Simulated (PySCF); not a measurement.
## Re: electron affinity

Re⁻ [Xe] 4f14 5d6 6s2 (5D) → Re [Xe] 4f14 5d5 6s2 (6S), as a difference of total energies. Computed with PySCF 2.14 in aug-cc-pwCVDZ-PP with ECP60MDF, with a scalar-relativistic core potential. Correlated levels: valence: 5s2 5p6 frozen; valence and next inner shell: nothing frozen outside the core potential. The calculations carry no spin-orbit coupling.

Problem. Order these methods by the electron affinity they give, lowest first.
A. M06-L
B. r2SCANh
C. LC-wPBE
D. UHF

Solution. D (-1.944 eV), C (-0.538 eV), B (-0.270 eV), A (-0.200 eV).

The reference lies between the lowest fine-structure levels, while these numbers refer to the centres of the terms.

Errors of the correlated levels include the incompleteness of this basis and the frozen core.

A negative affinity means that the anion lies above the atom at that level of theory.

In the anion the highest occupied orbital energy is positive at LDA, PBE, PBE0, r2SCAN, MN15, r2SCANh, M06-L, a self-interaction effect; the basis confines that electron, and the energy difference can still be sensible.

For comparison: 0.060 eV (measured; photodetachment measurements, as compiled on the Wikipedia data page of electron affinities).
